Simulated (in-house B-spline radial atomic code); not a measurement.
**RPA and G0W0 on LDA exchange-only: the krypton ion Kr³⁺**

Configuration [Ar] 3d10 4s2 4p3, highest spin, mean-field start LDA exchange-only. Computed with a B-spline radial code for spherical atoms: all electrons, scalar-relativistic (spin-free one-electron X2C), finite nucleus, each spin shell either full or empty, empty states to l = 9 with an (l + 1/2)⁻⁴ tail; G0W0 by contour deformation at full frequency.

Command:
```bash
python run_gw.py task.json out
```
Settings (radii: box in bohr, nucleus in fm):
```
Z                        36
electrons                33
configuration            [Ar] 3d10 4s2 4p3
hamiltonian              x2c
method                   lda,
lmax                     9
rms_radius               4.1884
spin_polarised           True
box_radius               14.14
intervals                69
```

Time taken, with all properties: 5.4 s on 1 thread of Arm Neoverse N1, on a shared host.

Energies (hartree):

```
                                     term        value
                         mean-field total  -2780.41502
Hartree-Fock functional on these orbitals  -2785.63929
                      direct second order      -2.8377
                    second-order exchange       0.8304
                         SOSEX correction      0.76444
```

Task: What is the RPA correlation energy, and what remains with SOSEX?

Result: RPA gives -2.4699 hartree (-2.04 eV per electron); RPA + SOSEX gives -1.7054, and the second-order doubles -2.0073 hartree (no singles). SOSEX takes back 31 % of the RPA value.

Quasi-particle levels (eV):

```csv
level,occupied,mean field,Σx - vxc,Σc,QP weight,G0W0
4p up,yes,-43.62,-7.61,?,?,?
4s down,yes,-55.19,-5.88,-2.28,0.936,-63.36
4p down,no,-39.45,6.09,-2.78,0.943,-36.13
```

G0W0 = mean field + (Σx - vxc) + Σc, with Σc (partial-wave tail included) taken at the quasi-particle energy. Only the outer levels were computed. Levels of low weight are left out.

Task: Where does G0W0 put 4p up?

Result: At -51.44 eV, with Σc = -0.21 eV and a quasi-particle weight of 0.936. The tabulated removal energy is 50.85 ± 0.11 eV (NIST, measured); the calculation leaves out spin-orbit coupling, Breit and QED terms, and what these don't explain is the method's own error.
